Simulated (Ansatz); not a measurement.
C2H4FNOSi, SMILES `FC1N=C[SiH2]O1`, charge 0, multiplicity 1.

**Question.** Give a relaxed structure at PBE0-D4/def2-TZVP (Ansatz 0.2.0). (An estimate is asked.)

**Answer.** Computed: 
Cartesian coordinates in Å:
```
F -2.226 -0.384 0.706
C -1.079 -0.789 0.096
N -0.888 0.053 -1.070
C 0.190 0.724 -1.041
Si 1.136 0.358 0.547
O -0.039 -0.715 1.010
H -1.219 -1.827 -0.222
H 0.401 1.392 -1.875
H 2.444 -0.318 0.375
H 1.282 1.505 1.475
```
This is one stationary point; other conformers may exist.
